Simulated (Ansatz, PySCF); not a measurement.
System: CH3Be, charge 0, multiplicity 2. It need not be the lowest isomer of its formula. 
Geometry from a B3LYP-D3(BJ)/def2-TZVP (Ansatz, a first-principles code) optimisation:
```xyz
5

Be    -0.9099    -0.5264    -0.6938
C      0.3079     0.1781     0.2348
H      0.8673    -0.5750     0.8002
H     -0.1013     0.8929     0.9569
H      1.0265     0.7190    -0.3903
```
Charge 0, spin multiplicity 2.

Total electronic energies in hartree. Valence correlation only, unless marked. UHF or UKS for open shells. Spin-orbit coupling is left out. No relativistic terms. Basis-set limits of correlation are two-point, X^-3; Hartree-Fock from the larger set. The bracket is a focal-point correction in the basis named.

```tsv
level	program	energy (Eh)
HF/def2-TZVPPD	Ansatz	-54.21936
BLYP-D3(BJ)/def2-TZVPD	Ansatz + dftd3	-54.57826
BLYP-D4/def2-TZVPD	Ansatz + dftd4	-54.57807
PBE0-D3(BJ)/def2-TZVP	Ansatz + dftd3	-54.52753
BHLYP-D4/def2-TZVPD	Ansatz + dftd4	-54.57765
MN15-D3(BJ)/def2-TZVPD	PySCF + dftd3	-54.53754
MP2/def2-TZVPPD	Ansatz	-54.42637
RI-MP2/CBS(def2-TZVPPD,def2-QZVPPD)+[CCSD(T)-MP2]/def2-QZVPPD	Ansatz	-54.4801
CCSD(T)/CBS(def2-TZVPPD,def2-QZVPPD)	Ansatz	-54.4789
```

Totals of different functionals don't rank their quality; only differences between species are comparable.
